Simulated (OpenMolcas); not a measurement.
# W4+: ligand-field states by method

W4+ with 6 ligands (fluoride) in trigonal antiprismatic coordination (D3d) at 1.9 Å, a polar angle of 58.0° against the regular 54.74°. A charge of +0.333 e stands 2.4 Å behind each ligand. Ligand basis ANO-RCC-VDZP.

```yaml
Program: OpenMolcas
Basis: ANO-RCC-VTZP [8s7p5d3f2g1h]
Scalar_Hamiltonian: DKH2, point nucleus
Active_space: 2 electrons in 5 orbitals (5d)
State_averaging: 2S+1 = 3 even, 10 roots; 2S+1 = 1 even, 15 roots
Spin-orbit_coupling: RASSI with atomic mean-field integrals over the reference wave functions
```

I. CASSCF
II. SS-CASPT2, IPEA 0.25 Eh, imaginary shift 0.1 Eh (the lowest 17 gerade and 15 ungerade orbitals frozen, chosen by energy and not by shell, so the metal 5p can be frozen and 4f correlated)
III. SS-CASPT2, IPEA 0.25 Eh, imaginary shift 0.1 Eh (closed shells correlated: the ligand valence shells only)

Spin-free states (labels of D3, the rotations of D3d) in cm-1, each column counted from its own energy of the first state listed:

| State | Degeneracy | I | II | III |
| --- | --- | --- | --- | --- |
| 3E | 2 | 0 | 0 | 0 |
| 3A2 | 1 | 1188 | 1420 | 1390 |
| 1E | 2 | 9093 | 7020 | 7000 |
| 1A1 | 1 | 9833 | 7670 | 7550 |
| 1E | 2 | 11679 | 9270 | 9320 |
| 1A1 | 1 | 23946 | 19030 | 19000 |
| 3E | 2 | 38890 | 38080 | 38410 |
| 3A1 | 1 | 40267 | 39290 | 39660 |
| 3E | 2 | 47438 | 44140 | 44960 |
| 1E | 2 | 49247 | 45790 | 46120 |
| 3A2 | 1 | 49340 | 45860 | 46740 |
| 1A1 | 1 | 50731 | 46490 | 46960 |
| 1E | 2 | 52921 | 48580 | 49070 |
| 1A2 | 1 | 53432 | 49190 | 49660 |
| 3A2 | 1 | 80389 | 79180 | 79830 |
| 1E | 2 | 91010 | 85680 | 86450 |
| 1A1 | 1 | 102417 | 94140 | 94810 |

From I to II, I's first state of the same spin (3A2) moves from 1188 to 1420 cm-1, by about +230 cm-1.

From I to II, I's first state of another spin (1E) moves from 9093 to 7020 cm-1, by about -2100 cm-1.

χT at 300 K: I 0.19, II 0.19, III 0.19 cm3 K/mol.

The states above are spin-free; spin-orbit coupling is strong here and shifts and splits them by thousands of cm-1.

Roots that are degenerate in the reference are averaged as groups; the widest CASPT2 spread within a group is 68 cm-1 (the 2-fold group of multiplicity 3 near 0 cm-1 above the lowest state of its run, II). Shifts and gaps below about the spread of the groups concerned are not significant. Over all roots computed the reference weight is 0.70 to 0.72 in II, 0.73 to 0.74 in III; a low but even weight reflects the number of correlated electrons. An orbital doublet at a regular site is open to a Jahn-Teller distortion, which this geometry leaves out. The least metal-like active orbital is 75 % on the metal (Löwdin) and no ligand orbital is active, so the numbers are rough. Ligand-to-metal charge-transfer states are missing. With no ligand orbital active B as a rule stays too high, so bands that hang on it stand too high and its fall with covalency is understated. Without dynamic correlation the repulsion within the d shell is too large (B by tens of per cent), so at a given field states of lower spin stand too high (holds for I). With metal d orbitals alone the field can be off either way by tens of per cent (holds for I). With one d shell and no ligand orbital active, 10Dq can be off by a tenth or more (holds for II; III). The distance lies 4 % under the 1.97 Å that this model takes as the normal distance (a Shannon-type radius plus a fixed donor radius); by an R⁻⁵ law this alone changes a d-shell field by about +20 %. No measured value stands beside these numbers; the geometry was imposed, not optimised, and the real ion may take another.
